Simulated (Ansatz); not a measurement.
A short molecular-dynamics run on `CC(C)=CC(C)C`.

```yaml
crystal:
  periodic: [false, false, false]
  atoms:
    - {symbol: C, position_ang: [1.769182, -0.183040, 1.284941]}
    - {symbol: C, position_ang: [0.981516, -0.877968, 0.219092]}
    - {symbol: C, position_ang: [1.542739, -2.201895, -0.199515]}
    - {symbol: C, position_ang: [-0.129410, -0.399583, -0.341263]}
    - {symbol: C, position_ang: [-0.839493, 0.888308, -0.066035]}
    - {symbol: C, position_ang: [-2.274152, 0.618607, 0.380046]}
    - {symbol: C, position_ang: [-0.819944, 1.780829, -1.304714]}
    - {symbol: H, position_ang: [1.346546, 0.776543, 1.578539]}
    - {symbol: H, position_ang: [1.838990, -0.810852, 2.179884]}
    - {symbol: H, position_ang: [2.797263, -0.010697, 0.948233]}
    - {symbol: H, position_ang: [1.600868, -2.889398, 0.651686]}
    - {symbol: H, position_ang: [0.937228, -2.670286, -0.976734]}
    - {symbol: H, position_ang: [2.564466, -2.091706, -0.579642]}
    - {symbol: H, position_ang: [-0.601213, -1.012250, -1.111115]}
    - {symbol: H, position_ang: [-0.329919, 1.421281, 0.742002]}
    - {symbol: H, position_ang: [-2.806455, 1.553240, 0.576845]}
    - {symbol: H, position_ang: [-2.298393, 0.011909, 1.287807]}
    - {symbol: H, position_ang: [-2.824705, 0.078989, -0.396872]}
    - {symbol: H, position_ang: [0.203231, 2.014782, -1.606308]}
    - {symbol: H, position_ang: [-1.347998, 2.720447, -1.120019]}
    - {symbol: H, position_ang: [-1.310349, 1.282748, -2.146862]}
basis:
  gaussian: {orbitals: "6-31G*"}
hamiltonian: {xc: {name: revPBE}}
md: {timestep: 0.5 fs, n_steps: 30, ensemble: nvt_nose_hoover, temperature: 500, initial_velocities: maxwell_boltzmann, seed: 55}
```

```sh
$ ansatz run in.yaml --threads 2 --pin off --events-out ev --progress --plain --max-ram 32768MiB --backend cpu
```

| step | time (fs) | potential energy (eV) | kinetic (eV) | T (K) | conserved (eV) |
| --- | --- | --- | --- | --- | --- |
| 0 | 0.0 | -7485.0186 | 1.2280 | 500 | -7483.7906 |
| 1 | 0.5 | -7484.9683 | 1.1786 | 480 | -7483.7898 |
| 2 | 1.0 | -7484.8739 | 1.0857 | 442 | -7483.7882 |
| 3 | 1.5 | -7484.7594 | 0.9729 | 396 | -7483.7865 |
| 4 | 2.0 | -7484.6512 | 0.8658 | 353 | -7483.7853 |
| 5 | 2.5 | -7484.5672 | 0.7821 | 318 | -7483.7851 |
| 6 | 3.0 | -7484.5112 | 0.7255 | 295 | -7483.7857 |
| 7 | 3.5 | -7484.4743 | 0.6877 | 280 | -7483.7867 |
| 8 | 4.0 | -7484.4422 | 0.6550 | 267 | -7483.7874 |
| 9 | 4.5 | -7484.4036 | 0.6163 | 251 | -7483.7876 |
| 10 | 5.0 | -7484.3546 | 0.5676 | 231 | -7483.7873 |
| 11 | 5.5 | -7484.2985 | 0.5122 | 209 | -7483.7868 |
| 12 | 6.0 | -7484.2433 | 0.4576 | 186 | -7483.7862 |
| 13 | 6.5 | -7484.1980 | 0.4130 | 168 | -7483.7857 |
| 14 | 7.0 | -7484.1713 | 0.3868 | 157 | -7483.7853 |
| 15 | 7.5 | -7484.1702 | 0.3861 | 157 | -7483.7850 |
| 16 | 8.0 | -7484.2001 | 0.4163 | 169 | -7483.7848 |
| 17 | 8.5 | -7484.2632 | 0.4794 | 195 | -7483.7850 |
| 18 | 9.0 | -7484.3571 | 0.5729 | 233 | -7483.7856 |
| 19 | 9.5 | -7484.4716 | 0.6864 | 279 | -7483.7868 |
| 20 | 10.0 | -7484.5882 | 0.8019 | 327 | -7483.7883 |
| 21 | 10.5 | -7484.6843 | 0.8971 | 365 | -7483.7896 |
| 22 | 11.0 | -7484.7400 | 0.9527 | 388 | -7483.7902 |
| 23 | 11.5 | -7484.7465 | 0.9599 | 391 | -7483.7898 |
| 24 | 12.0 | -7484.7100 | 0.9252 | 377 | -7483.7885 |
| 25 | 12.5 | -7484.6506 | 0.8679 | 353 | -7483.7869 |
| 26 | 13.0 | -7484.5935 | 0.8125 | 331 | -7483.7856 |
| 27 | 13.5 | -7484.5584 | 0.7782 | 317 | -7483.7853 |
| 28 | 14.0 | -7484.5512 | 0.7709 | 314 | -7483.7858 |
| 29 | 14.5 | -7484.5637 | 0.7828 | 319 | -7483.7868 |
| 30 | 15.0 | -7484.5800 | 0.7987 | 325 | -7483.7878 |

Velocities are drawn at the set temperature; a run this short doesn't reach equilibrium.

Frames (Å, forces in eV/Å):

```xyz
21
time=0.0 fs
C     1.769   -0.183    1.285    0.091    0.055    0.107
C     0.982   -0.878    0.219    0.514   -0.221    0.265
C     1.543   -2.202   -0.200    0.046   -0.127   -0.046
C    -0.129   -0.400   -0.341   -0.569    0.151   -0.345
C    -0.839    0.888   -0.066    0.032    0.044    0.063
C    -2.274    0.619    0.380   -0.187   -0.023    0.086
C    -0.820    1.781   -1.305    0.015    0.138   -0.152
H     1.347    0.777    1.579   -0.104    0.352    0.148
H     1.839   -0.811    2.180    0.055   -0.197    0.360
H     2.797   -0.011    0.948    0.397    0.088   -0.078
H     1.601   -2.889    0.652    0.042   -0.297    0.286
H     0.937   -2.670   -0.977   -0.189   -0.221   -0.291
H     2.564   -2.092   -0.580    0.385   -0.013   -0.153
H    -0.601   -1.012   -1.111   -0.191   -0.191   -0.278
H    -0.330    1.421    0.742    0.148    0.217    0.278
H    -2.806    1.553    0.577   -0.224    0.329    0.086
H    -2.298    0.012    1.288   -0.042   -0.219    0.336
H    -2.825    0.079   -0.397   -0.232   -0.192   -0.252
H     0.203    2.015   -1.606    0.364    0.108   -0.134
H    -1.348    2.720   -1.120   -0.185    0.361    0.037
H    -1.310    1.283   -2.147   -0.168   -0.142   -0.325
21
time=2.0 fs
C     1.764   -0.190    1.273    1.112    1.482    0.345
C     0.988   -0.879    0.220   -0.167   -0.279    0.238
C     1.532   -2.193   -0.193   -0.838   -0.500   -1.880
C    -0.134   -0.414   -0.327   -0.321    1.012   -0.278
C    -0.845    0.883   -0.071    0.825    0.793    1.618
C    -2.269    0.613    0.375   -0.189    0.108   -0.319
C    -0.822    1.790   -1.297    0.497   -1.965   -0.890
H     1.371    0.785    1.616   -0.196   -0.089   -0.258
H     1.908   -0.756    2.178   -0.069   -0.861    0.767
H     2.813    0.027    0.949   -0.242   -0.100   -0.164
H     1.624   -2.870    0.613    0.015   -1.136    1.484
H     0.941   -2.722   -1.006    0.335    0.579    0.659
H     2.530   -2.076   -0.564    1.265    0.107   -0.563
H    -0.562   -0.962   -1.158   -0.345   -0.508   -0.337
H    -0.402    1.487    0.806    0.010   -0.790   -1.009
H    -2.755    1.570    0.554   -0.611    0.395   -0.057
H    -2.339    0.040    1.291    0.113   -0.454    0.545
H    -2.761    0.058   -0.423   -0.685   -0.172   -0.251
H     0.180    1.954   -1.659    0.980    0.277   -0.009
H    -1.261    2.712   -1.081   -1.094    1.979    0.242
H    -1.310    1.301   -2.163   -0.395    0.122    0.117
21
time=4.0 fs
C     1.762   -0.192    1.262    1.930    1.853    1.621
C     0.994   -0.880    0.223   -0.783   -0.286    0.196
C     1.519   -2.185   -0.193    0.424   -1.656   -1.639
C    -0.140   -0.426   -0.314   -0.346    1.179   -0.912
C    -0.848    0.880   -0.072    0.958    0.992    2.117
C    -2.265    0.608    0.368   -0.863    0.073   -0.319
C    -0.823    1.794   -1.292    0.642   -0.919   -1.197
H     1.389    0.791    1.643   -0.292   -0.401   -0.539
H     1.975   -0.731    2.202   -0.334   -0.657   -0.024
H     2.820    0.060    0.943   -0.583   -0.247   -0.257
H     1.648   -2.889    0.624   -0.124   -0.399    0.729
H     0.956   -2.753   -1.012    0.296    0.870    0.841
H     2.538   -2.057   -0.567    0.577   -0.006   -0.324
H    -0.535   -0.930   -1.214   -0.143   -0.308    0.332
H    -0.471    1.524    0.834    0.346   -1.146   -1.339
H    -2.726    1.599    0.528   -0.609   -0.173   -0.226
H    -2.376    0.052    1.312    0.258   -0.184   -0.013
H    -2.721    0.031   -0.458   -0.716    0.150    0.235
H     0.190    1.903   -1.712    0.354    0.272    0.437
H    -1.211    2.769   -1.036   -0.482    0.658   -0.192
H    -1.324    1.323   -2.175   -0.513    0.333    0.472
21
time=6.0 fs
C     1.767   -0.188    1.257    2.109    1.312    2.506
C     0.997   -0.883    0.225   -1.148   -0.246    0.200
C     1.508   -2.183   -0.197    2.511   -2.240   -0.175
C    -0.147   -0.434   -0.304   -0.233    1.146   -1.471
C    -0.848    0.880   -0.065    0.576    0.557    1.412
C    -2.264    0.604    0.361   -1.544    0.056   -0.220
C    -0.822    1.794   -1.291    0.797    0.865   -0.977
H     1.395    0.783    1.651   -0.444   -0.258   -0.495
H     2.028   -0.731    2.224   -0.597   -0.246   -0.871
H     2.807    0.085    0.927   -0.361   -0.241   -0.367
H     1.667   -2.922    0.662   -0.308    0.716   -0.549
H     0.980   -2.753   -0.989   -0.272    0.477    0.159
H     2.567   -2.039   -0.582   -0.552   -0.224    0.135
H    -0.514   -0.910   -1.259   -0.015   -0.113    0.960
H    -0.527    1.519    0.813    0.931   -0.748   -0.631
H    -2.720    1.622    0.495   -0.491   -0.726   -0.262
H    -2.403    0.057    1.333    0.365    0.136   -0.613
H    -2.709    0.010   -0.483   -0.580    0.409    0.666
H     0.213    1.863   -1.748   -0.458    0.279    0.806
H    -1.179    2.850   -0.998    0.237   -1.259   -0.737
H    -1.358    1.358   -2.171   -0.525    0.347    0.524
21
time=8.0 fs
C     1.778   -0.180    1.259    1.476    0.380    2.167
C     0.997   -0.886    0.229   -1.226   -0.159    0.256
C     1.504   -2.188   -0.202    3.617   -1.524    1.176
C    -0.155   -0.438   -0.299    0.204    1.175   -1.332
C    -0.847    0.881   -0.055   -0.185   -0.494   -0.382
C    -2.268    0.599    0.353   -1.672    0.199   -0.233
C    -0.818    1.798   -1.293    0.799    1.349   -0.490
H     1.384    0.766    1.641   -0.560    0.202   -0.187
H     2.060   -0.741    2.216   -0.601   -0.064   -0.942
H     2.781    0.101    0.898    0.228   -0.066   -0.455
H     1.675   -2.930    0.682   -0.346    0.994   -0.984
H     0.994   -2.736   -0.961   -0.981   -0.285   -0.873
H     2.578   -2.029   -0.593   -0.915   -0.347    0.291
H    -0.494   -0.895   -1.268   -0.147   -0.191    0.918
H    -0.547    1.488    0.772    1.550    0.329    0.941
H    -2.733    1.619    0.452   -0.448   -0.743   -0.134
H    -2.416    0.067    1.332    0.345    0.162   -0.625
H    -2.719    0.004   -0.485   -0.458    0.338    0.627
H     0.221    1.834   -1.754   -0.641    0.274    0.716
H    -1.141    2.887   -0.987    0.380   -1.737   -0.798
H    -1.412    1.406   -2.146   -0.420    0.207    0.345
21
time=10.0 fs
C     1.793   -0.171    1.268    0.497   -0.012    0.780
C     0.993   -0.890    0.233   -1.057   -0.022    0.317
C     1.512   -2.198   -0.203    2.553   -0.741    0.808
C    -0.162   -0.438   -0.297    0.820    1.255   -0.546
C    -0.845    0.882   -0.045   -0.615   -0.758   -1.241
C    -2.277    0.595    0.344   -1.152    0.507   -0.305
C    -0.812    1.805   -1.297    0.296    0.481    0.017
H     1.352    0.755    1.623   -0.406    0.379    0.092
H     2.069   -0.755    2.174   -0.292   -0.211   -0.198
H     2.762    0.114    0.851    0.507    0.101   -0.343
H     1.670   -2.903    0.666   -0.211    0.372   -0.440
H     0.973   -2.727   -0.962   -0.807   -0.284   -0.720
H     2.557   -2.032   -0.594   -0.336   -0.300    0.052
H    -0.480   -0.888   -1.245   -0.466   -0.515    0.202
H    -0.510    1.468    0.763    1.466    0.655    1.389
H    -2.764    1.588    0.403   -0.499   -0.217    0.085
H    -2.416    0.082    1.309    0.188   -0.103   -0.019
H    -2.746    0.010   -0.464   -0.385   -0.068    0.122
H     0.207    1.814   -1.735   -0.070    0.187    0.137
H    -1.088    2.862   -1.004    0.103   -0.721   -0.342
H    -1.481    1.461   -2.109   -0.136    0.015    0.151
21
time=12.0 fs
C     1.811   -0.162    1.279   -0.304    0.492   -0.985
C     0.986   -0.893    0.238   -0.618    0.082    0.333
C     1.527   -2.210   -0.203   -0.179    0.016   -0.998
C    -0.167   -0.434   -0.298    1.209    1.133    0.098
C    -0.846    0.880   -0.039   -0.139    0.374   -0.233
C    -2.289    0.593    0.334   -0.523    0.751   -0.288
C    -0.805    1.814   -1.300   -0.395   -1.531    0.192
H     1.306    0.758    1.609    0.118   -0.016    0.194
H     2.068   -0.777    2.126    0.146   -0.504    0.786
H     2.761    0.131    0.792    0.119    0.073    0.126
H     1.657   -2.864    0.637    0.035   -0.883    0.881
H     0.923   -2.727   -0.988    0.167    0.292    0.393
H     2.524   -2.045   -0.594    0.844   -0.110   -0.450
H    -0.484   -0.901   -1.214   -0.698   -0.745   -0.420
H    -0.420    1.468    0.801    0.266   -0.327   -0.118
H    -2.813    1.550    0.359   -0.491    0.375    0.297
H    -2.410    0.093    1.285   -0.002   -0.353    0.624
H    -2.788    0.012   -0.438   -0.225   -0.488   -0.380
H     0.190    1.802   -1.710    0.749    0.004   -0.595
H    -1.033    2.814   -1.034   -0.393    1.524    0.504
H    -1.554    1.517   -2.065    0.312   -0.161    0.039
21
time=14.0 fs
C     1.827   -0.151    1.287   -0.704    0.451   -1.706
C     0.977   -0.897    0.245    0.071    0.085    0.297
C     1.542   -2.222   -0.205   -1.692    0.467   -1.548
C    -0.167   -0.427   -0.298    0.972    0.455   -0.274
C    -0.847    0.879   -0.034    0.343    1.125    0.352
C    -2.304    0.593    0.323   -0.559    0.635    0.043
C    -0.799    1.818   -1.303   -0.547   -1.736    0.409
H     1.264    0.760    1.601    0.645   -0.401    0.273
H     2.071   -0.816    2.104    0.284   -0.162    0.759
H     2.765    0.150    0.739   -0.329   -0.036    0.649
H     1.645   -2.856    0.638    0.142   -1.254    1.161
H     0.879   -2.718   -1.001    0.804    0.456    0.944
H     2.521   -2.064   -0.610    1.168   -0.036   -0.574
H    -0.513   -0.940   -1.195   -0.521   -0.409   -0.052
H    -0.320    1.457    0.836   -0.904   -0.868   -1.171
H    -2.880    1.525    0.325   -0.167    0.409    0.430
H    -2.403    0.092    1.283   -0.105   -0.190    0.477
H    -2.838   -0.002   -0.425    0.232   -0.478   -0.336
H     0.200    1.790   -1.707    0.573   -0.139   -0.820
H    -0.990    2.818   -1.046   -0.372    1.925    0.776
H    -1.617    1.567   -2.020    0.666   -0.299   -0.089
21
time=15.0 fs
C     1.835   -0.145    1.290   -0.796   -0.029   -1.569
C     0.972   -0.899    0.248    0.454    0.055    0.267
C     1.548   -2.227   -0.208   -1.488    0.359   -0.981
C    -0.167   -0.423   -0.298    0.669   -0.025   -0.668
C    -0.847    0.880   -0.031    0.410    1.188    0.289
C    -2.311    0.594    0.318   -0.790    0.466    0.308
C    -0.797    1.818   -1.304   -0.338   -0.647    0.654
H     1.252    0.756    1.601    0.773   -0.417    0.338
H     2.077   -0.840    2.105    0.225    0.280    0.358
H     2.762    0.160    0.720   -0.388   -0.058    0.793
H     1.641   -2.870    0.656    0.127   -0.805    0.509
H     0.867   -2.707   -0.995    0.845    0.336    0.872
H     2.537   -2.074   -0.626    0.698   -0.094   -0.341
H    -0.536   -0.967   -1.188   -0.311   -0.085    0.337
H    -0.280    1.440    0.838   -1.245   -0.832   -1.279
H    -2.917    1.518    0.314    0.103    0.225    0.456
H    -2.401    0.088    1.290   -0.129    0.014    0.143
H    -2.861   -0.017   -0.424    0.522   -0.315   -0.154
H     0.213    1.782   -1.717    0.059   -0.150   -0.686
H    -0.975    2.849   -1.041   -0.131    0.879    0.533
H    -1.639    1.589   -1.999    0.731   -0.344   -0.179
```

It took 110 s on 2 threads of an AMD EPYC 7R13 on a shared host, with 0.23 GiB of host memory at the peak.
